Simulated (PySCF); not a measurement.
In: ionisation energy

In [Kr] 4d10 5s2 5p1 (2P) → In⁺ [Kr] 4d10 5s2 (1S), as a difference of total energies. Computed with PySCF 2.14 in ANO-RCC-VTZP (7s6p4d2f1g, 68 functions), with scalar relativity by spin-free X2C-1e. Correlated levels: valence and next inner shell: [Ar] 3d10 frozen. The calculations carry no spin-orbit coupling.

```json
{"method": "UHF", "ionisation energy (eV)": "5.218"}
{"method": "MP2 (valence and next inner shell)", "ionisation energy (eV)": "5.429"}
{"method": "SCS-MP2 (valence and next inner shell)", "ionisation energy (eV)": "5.373"}
{"method": "CCSD (valence and next inner shell)", "ionisation energy (eV)": "5.473"}
{"method": "CCSD(T) (valence and next inner shell)", "ionisation energy (eV)": "5.483"}
```

Problem. How much does correlation contribute at CCSD(T) (valence and next inner shell)?

Solution. 5.483 − (5.218) = 0.265 eV, measured against UHF.

Errors of the correlated levels include the incompleteness of this basis and the frozen core.

For comparison: 5.603 eV (measured; NIST levels, between the centres of gravity of the two terms).
